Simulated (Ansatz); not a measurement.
Z-matrix (Å, degrees):
```
C
In 1 2.122
H 1 1.089 2 109.1
H 1 1.090 2 108.9 3 119.1
H 1 1.088 2 109.1 3 -120.6
F 2 1.947 1 121.8 3 125.3
Cl 2 2.316 1 129.4 3 -54.8
```

Total charge 0; spin multiplicity 1. In takes the def2 core potential.

**Question.** List the r2SCAN/def2-TZVPP orbital energies in eV (the Gaussian-basis code of Ansatz). (An estimate is asked.)

**Answer.** Ansatz gave: Occupied: -2752.97, -664.48, -273.97, -254.33, -192.87, -192.75, -192.73, -126.30, -83.06, -82.76, -82.69, -28.89, -21.32, -20.49, -20.22, -20.16, -20.05, -19.40, -18.36, -11.16, -11.11, -11.09, -9.13, -8.96, -8.82, -8.10, -8.01, -7.69. Lowest empty: -2.26, -1.80, 0.43, 0.82, 1.82, 2.12, 2.55, 2.84.
